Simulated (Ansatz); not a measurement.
Isolated molecules relaxed with PBE0-D4/def2-TZVP in Ansatz; ΔE leaves out vibrations. CCSD(T)/CBS adds triple-zeta CCSD(T) − MP2 to the extrapolated MP2 energy (def2 sets, frozen cores). DFT in def2-TZVPP. def2 core potentials past Kr. For Se, Sn outer-core shells are correlated without core-valence functions, which leaves a few kJ/mol of doubt a bond. Scalar relativity is left out up to krypton. Each species was taken in one conformer, which may not be the lowest.

`[NH2][AlH][SeH]` + `[OH][SnH2][NH][SiH3]` → `[SiH3][NH][AlH][SeH]` + `[NH2][SnH2][OH]`  (redistribution)

Question: Is it downhill or uphill in electronic energy at CCSD(T)/CBS, and by how much? (Estimate.)

Answer: The calculation gave: Uphill: ΔE = +10.5 kJ/mol.

Question: What do these levels give: PBE-D4, ωB97X-V, HF/def2-TZVPP, CCSD/def2-TZVPP, HF/def2-QZVPP, CCSD/CBS(def2)? (Best estimate.)

Answer: Ansatz gave: PBE-D4 7.8, ωB97X-V 10.4, HF/def2-TZVPP 12.8, CCSD/def2-TZVPP 10.6, HF/def2-QZVPP 12.9, CCSD/CBS(def2) 11.1 kJ/mol.

Largest T1 diagnostic among the species: 0.013.
